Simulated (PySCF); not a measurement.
How methods differ on the ionisation energy of Cl⁺

Cl⁺ [Ne] 3s2 3p4 (3P) → Cl²⁺ [Ne] 3s2 3p3 (4S), as a difference of total energies. All numbers are calculated (PySCF 2.14, the non-relativistic Hamiltonian (point nucleus), in aug-cc-pV(T+d)Z (6s5p4d2f, 55 functions)). Correlated levels: valence: [Ne] frozen. The calculations carry no spin-orbit coupling.

| method | ionisation energy (eV) |
| --- | --- |
| UHF | 22.593 |
| MP2 (valence) | 23.373 |
| SCS-MP2 (valence) | 23.457 |
| CCSD (valence) | 23.484 |
| CCSD(T) (valence) | 23.516 |

**Question.** How much does correlation contribute at CCSD(T) (valence)?

**Answer.** 23.516 − (22.593) = 0.923 eV, measured against UHF.

A first-order spin-orbit estimate (lowest level to lowest level, LS coupling) adds 0.039 eV.

Errors of the correlated levels include the incompleteness of this basis and the frozen core.

For comparison: 23.814 eV (measured; NIST Atomic Spectra Database, ionization energies).
